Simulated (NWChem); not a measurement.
System: C2H4OS; SMILES CSC=O

```xyz
8

C      1.1142     1.1376     0.1038
S     -0.6132     0.6411     0.3767
C     -0.5190    -1.0719    -0.1129
O      0.4669    -1.6591    -0.5062
H      1.6512     0.2405    -0.2678
H      1.1551     1.9479    -0.6477
H      1.5577     1.4831     1.0561
H     -1.5303    -1.5504    -0.0044
```
Atoms are numbered in this order, from 1.

Level: PBE-D3(BJ)/def2-SVP (NWChem), optimised geometry, unscaled harmonic frequencies. 

| frequency (cm⁻¹) | IR intensity (km/mol) |
|---|---|
| 126 | 0.0 |
| 251 | 11.1 |
| 279 | 12.2 |
| 525 | 3.3 |
| 696 | 23.2 |
| 753 | 82.8 |
| 879 | 4.7 |
| 944 | 18.1 |
| 950 | 0.4 |
| 1261 | 10.3 |
| 1308 | 8.6 |
| 1398 | 10.4 |
| 1404 | 9.4 |
| 1746 | 256.6 |
| 2887 | 68.6 |
| 2976 | 16.8 |
| 3090 | 2.7 |
| 3108 | 1.5 |

The zero-point energy is 35.1 kcal/mol. The thermal correction to the enthalpy at 298.15 K (with zero-point energy) is 38.9 kcal/mol. The heat capacity Cv is 16.1 cal/(mol K). The entropy at 298.15 K and 1 atm (symmetry number 1) is 71.7 cal/(mol K). The dipole moment is 1.41 D.

Rigid rotor and harmonic oscillator.
